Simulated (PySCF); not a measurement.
Compound: C6H9NS.
SMILES with atom numbers: `[CH3:1][S:2][c:3]1[cH:4][cH:5][cH:6][n:7]1[CH3:8]` (hydrogens: H9, H10, H11 on C1; H12 on C4; H13 on C5; H14 on C6; H15, H16, H17 on C8)

The calculation used PySCF 2.14.0, density-fitted response routines, TDDFT wB97X-D/def2-SVPD, vertical, gas phase, core orbitals frozen in the response. Geometry: GFN2-xTB, one conformer, isolated molecule. Torsions of this conformer, `[CH3:1][S:2][c:3]1[cH:4][cH:5][cH:6][n:7]1[CH3:8]`: C1–S2–C3–C4 0°.

Problem. What does the calculation give for the low-lying excited states?

Solution. 

```csv
state,E (eV),E (hartree),f,symmetry,"main configurations (H = HOMO, L = LUMO)"
S1,5.05,0.1857,0.0001,–,H→L (68%)
S2,5.54,0.2035,0.021,A″,"H→L+1 (61%), H→L+2 (15%), H→L (10%)"
S3,5.88,0.2159,0.302,A′,H→L+3 (95%)
S4,5.96,0.2191,0.0018,–,"H→L+2 (75%), H→L+1 (14%)"
S5,6.41,0.2355,0.021,A′,"H→L+4 (52%), H→L+9 (25%), H-1→L+3 (20%)"
S6,6.48,0.2383,0.0084,A″,"H→L+5 (54%), H→L+7 (12%), H→L+1 (11%)"
S7,6.77,0.2489,0.0022,A″,"H→L+6 (53%), H→L+8 (15%), H→L+5 (9%)"
S8,6.80,0.2498,0.046,A′,"H→L+4 (44%), H→L+9 (33%), H-1→L+3 (19%)"
```

Triplets, Tamm–Dancoff:

```csv
state,E (eV),λ (nm),"main configurations (H = HOMO, L = LUMO)"
T1,4.26,291.1,H→L+3 (89%)
T2,4.76,260.4,H→L (57%)
T3,5.35,231.9,"H→L+9 (53%), H-1→L+3 (23%), H→L+4 (13%)"
```

The lowest singlet lies at 5.05 eV (245 nm, ultraviolet) and is dark (f under 0.0005); its leading configuration is HOMO→LUMO (68%). The strongest level in the table is S3 at 5.88 eV (211 nm, f = 0.302). Löwdin shares by element: HOMO carbon 47% or more, sulfur 29% (atoms not listed hold the other 24%); LUMO sulfur 54%, carbon 19% or more, hydrogen 9% or more (atoms not listed hold the other 18%). Weighted by f, the mean energy of these states is 6.01 eV. The oscillator strengths of these states sum to 0.402; summed over the whole spectrum of an exact calculation they would give the number of electrons, 68 (Thomas–Reiche–Kuhn). The listed states span 1.74 eV, and the widest gap between neighbours is 0.49 eV (S1 to S2). Symmetry labels in Cs follow from the direction of the transition dipole and are given only for states with f of 0.002 or more. Only the lowest 8 singlets were computed, as vertical energies without vibronic structure.
